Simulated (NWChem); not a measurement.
System: GeBr cation, singlet

The following NWChem deck was run.

```
start job
memory heap 200 mb stack 900 mb global 1100 mb
charge 1
geometry units angstroms
  Ge     0.000000     0.000000    -1.167360
  Br     0.000000     0.000000     1.067563
end
basis spherical
  Ge library 3-21g
  Br library 3-21g
end
dft
  xc b3lyp
  iterations 150
end
driver
  maxiter 120
end
task dft optimize
task dft freq
```

NWChem printed, in part:

```
             Northwest Computational Chemistry Package (NWChem) 7.3.0
             --------------------------------------------------------

 ORDER OF PRIMARY AXIS IS BEING SET TO 4
 C4V symmetry detected

                             Geometry "geometry" -> ""
                             -------------------------

 Output coordinates in angstroms (scale by  1.889725989 to convert to a.u.)

  No.       Tag          Charge          X              Y              Z
 ---- ---------------- ---------- -------------- -------------- --------------
    1 Ge                  32.0000     0.00000000     0.00000000    -1.16749709
    2 Br                  35.0000     0.00000000     0.00000000     1.06742591

 Effective nuclear repulsion energy (a.u.)     265.1896816488

      Symmetry information
      --------------------

 Group name             C4v
 Group number             18
 Group order               8
 No. of unique centers     2

                                Z-matrix (autoz)
                                --------

 Units are Angstrom for bonds and degrees for angles

      Type          Name      I     J     K     L     M      Value
      ----------- --------  ----- ----- ----- ----- ----- ----------
    1 Stretch                  1     2                       2.23492

                           NWChem Geometry Optimization
                           ----------------------------

 maximum gradient threshold         (gmax) =   0.000450
 rms gradient threshold             (grms) =   0.000300
 maximum cartesian step threshold   (xmax) =   0.001800
 rms cartesian step threshold       (xrms) =   0.001200
 fixed trust radius                (trust) =   0.300000
 source of zmatrix                         =   autoz

          -------------------
          Energy Minimization
          -------------------

 Using diagonal initial Hessian
 Scaling for Hessian diagonals: bonds = 1.00  angles = 0.25  torsions = 0.10

          --------
          Step   0

                                 NWChem DFT Module
                                 -----------------

 Summary of "ao basis" -> "ao basis" (spherical)
 ------------------------------------------------------------------------------
       Tag                 Description            Shells   Functions and Types
 ---------------- ------------------------------  ------  ---------------------
 Ge                          3-21g                  10       22   5s4p1d
 Br                          3-21g                  10       22   5s4p1d

      Symmetry analysis of basis
      --------------------------

        a1         20
        a2          0
        b1          2
        b2          2
        e          20

            General Information
            -------------------
          SCF calculation type: DFT
          Wavefunction type:  closed shell.
          No. of atoms     :     2
          No. of electrons :    66
           Alpha electrons :    33
            Beta electrons :    33
          Charge           :     1
          Spin multiplicity:     1
          Use of symmetry is: on ; symmetry adaption is: on
          Maximum number of iterations: 150
          AO basis - number of functions:    44
                     number of shells:    20
          Convergence on energy requested:  1.00D-06
          Convergence on density requested:  1.00D-05
          Convergence on gradient requested:  5.00D-04

              XC Information
              --------------
                         B3LYP Method XC Potential
                     Hartree-Fock (Exact) Exchange  0.200
                        Slater Exchange Functional  0.800 local
                    Becke 1988 Exchange Functional  0.720 non-local
              Lee-Yang-Parr Correlation Functional  0.810
                  VWN I RPA Correlation Functional  0.190 local

             Grid Information
             ----------------
          Grid used for XC integration:  medium
          Radial quadrature: Mura-Knowles
          Angular quadrature: Lebedev.
          Tag              B.-S. Rad. Rad. Pts. Rad. Cut. Ang. Pts.
          ---              ---------- --------- --------- ---------
          Ge                  1.25      112           8.0       590
          Br                  1.15      112           8.0       590
          Grid pruning is: on
          Number of quadrature shells:   224
          Spatial weights used:  Erf1

      Superposition of Atomic Density Guess
      -------------------------------------

 Sum of atomic energies:       -4625.32318718

 Renormalizing density from      67.00 to     66

      Non-variational initial energy
      ------------------------------

 Total energy =   -4583.279392
 1-e energy   =   -6880.592356
 2-e energy   =    2032.123283
 HOMO         =      -0.693387
 LUMO         =      -0.350427

      Symmetry analysis of molecular orbitals - initial
      -------------------------------------------------

 !! scf_movecs_sym_adapt:    4 vectors were symmetry contaminated

  Symmetry fudging

 !! scf_movecs_sym_adapt:    4 vectors were symmetry contaminated

  Numbering of irreducible representations:

     1 a1          2 a2          3 b1          4 b2          5 e

  Orbital symmetries:

[...]

      ----------------------
      Optimization converged
      ----------------------

  Step       Energy      Delta E   Gmax     Grms     Xrms     Xmax
  ---- ---------------- -------- -------- -------- -------- --------
@    3   -4628.50359420 -3.5D-08  0.00000  0.00000  0.00001  0.00002
                                     ok       ok       ok       ok

                                Z-matrix (autoz)
                                --------

 Units are Angstrom for bonds and degrees for angles

      Type          Name      I     J     K     L     M      Value     Gradient
      ----------- --------  ----- ----- ----- ----- ----- ---------- ----------
    1 Stretch                  1     2                       2.30580   -0.00000

                         Geometry "geometry" -> "geometry"
                         ---------------------------------

 Output coordinates in angstroms (scale by  1.889725989 to convert to a.u.)

  No.       Tag          Charge          X              Y              Z
 ---- ---------------- ---------- -------------- -------------- --------------
    1 Ge                  32.0000     0.00000000     0.00000000    -1.20293351
    2 Br                  35.0000     0.00000000     0.00000000     1.10286233

 Effective nuclear repulsion energy (a.u.)     257.0385927028

      Symmetry information
      --------------------

 Group name             C4v
 Group number             18
 Group order               8
 No. of unique centers     2

                Final and change from initial internal coordinates
                --------------------------------------------------

                                Z-matrix (autoz)
                                --------

 Units are Angstrom for bonds and degrees for angles

      Type          Name      I     J     K     L     M      Value       Change
      ----------- --------  ----- ----- ----- ----- ----- ---------- ----------
    1 Stretch                  1     2                       2.30580    0.07087

 ==============================================================================
                                internuclear distances
 ------------------------------------------------------------------------------
       center one      |      center two      | atomic units |  angstroms
 ------------------------------------------------------------------------------
    2 Br               |   1 Ge               |     4.35732  |     2.30580
 ------------------------------------------------------------------------------
                         number of included internuclear distances:          1
 ==============================================================================

[second-derivative integrals and response iterations left out]

  Vibrational analysis via the FX method

  See chapter 2 in "Molecular Vibrations" by Wilson, Decius and Cross

  Vib: Default input used

[...]

 Rotational Constants
 --------------------
 A=   0.000000 cm-1  (  0.000000 K)
 B=   0.082568 cm-1  (  0.118795 K)
 C=   0.082568 cm-1  (  0.118795 K)

 Temperature                      =   298.15K
 frequency scaling parameter      =   1.0000

 Linear Molecule

 Zero-Point correction to Energy  =    0.472 kcal/mol  (  0.000752 au)
 Thermal correction to Energy     =    2.193 kcal/mol  (  0.003495 au)
 Thermal correction to Enthalpy   =    2.785 kcal/mol  (  0.004439 au)

 Total Entropy                    =   59.777 cal/mol-K
   - Translational                =   40.984 cal/mol-K (mol. weight = 153.8384)
   - Rotational                   =   17.535 cal/mol-K (symmetry #  =        1)
   - Vibrational                  =    1.258 cal/mol-K

 Cv (constant volume heat capacity) =    6.580 cal/mol-K
   - Translational                  =    2.979 cal/mol-K
   - Rotational                     =    1.986 cal/mol-K
   - Vibrational                    =    1.614 cal/mol-K

[normal modes left out]

 ----------------------------------------------------------------------------
 Normal Eigenvalue ||           Projected Infra Red Intensities
  Mode   [cm**-1]  || [atomic units] [(debye/angs)**2] [(KM/mol)] [arbitrary]
 ------ ---------- || -------------- ----------------- ---------- -----------
    1       -0.000 ||    0.006500           0.150         6.337       6.404
    2        0.000 ||    0.010180           0.235         9.923      10.028
    3        0.000 ||    0.010180           0.235         9.923      10.028
    4        0.000 ||    0.000220           0.005         0.214       0.217
    5        0.000 ||    0.000220           0.005         0.214       0.217
    6      330.238 ||    0.033607           0.775        32.761      33.107
 ----------------------------------------------------------------------------
```

Level: B3LYP/3-21G. Low-valent species are run as closed-shell singlets; no triplet was tried in these runs. This build's default masses of Se (78.918 u) and Br (79.917 u) are each other's, which moves their modes by up to 0.6 %. B3LYP is NWChem's, with the RPA form of VWN correlation.
